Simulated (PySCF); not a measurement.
**Correlation energy of Te²⁺ (tellurium, charge +2)**

[Kr] 4d10 5s2 5p2, high-spin 3P determinant. Computed with PySCF 2.14 in aug-cc-pwCVTZ-DK3 (10s9p7d4f1g, 109 functions), with the spin-free X2C one-electron Hamiltonian (Gaussian nucleus). Frozen: [Kr] 4d10; 4 electrons correlated.

```tsv
level	correlation energy (mhartree)
CCSD	-62.40
(T)	-1.36
CCSD(T)	-63.76
```

Diagnostics: T1 = 0.0065, D1 = 0.0169, largest double amplitude 0.090.

Problem. Is a single reference adequate?

Solution. Mostly. T1 lies below 0.03, but a double amplitude of this size points to a near-degeneracy that CCSD handles and MP2 describes poorly.
